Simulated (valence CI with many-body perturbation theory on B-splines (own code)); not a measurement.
## Which ion has this spectrum?

A relativistic CI+MBPT calculation for an atom or ion with 41 electrons gives these levels (eV):

```csv
J,Parity,E,g
5/2,even,0.000,1.32
5/2,even,18.120,1.34
7/2,even,23.089,1.17
3/2,even,23.665,1.17
11/2,even,24.136,1.11
9/2,even,25.881,1.14
5/2,even,27.117,1.13
1/2,even,28.231,1.80
7/2,even,29.031,1.08
3/2,even,35.415,0.79
5/2,even,40.973,1.30
7/2,even,44.354,1.22
11/2,even,45.039,1.09
9/2,even,45.666,1.15
```

The energies are calculated, and their last digits are not significant.

Question: Which is it?
A. Pt37+
B. Ir36+
C. Tl40+
D. Hg39+

Answer: A. Pt37+, ground level (4d3/2^4 4d5/2) J=5/2.
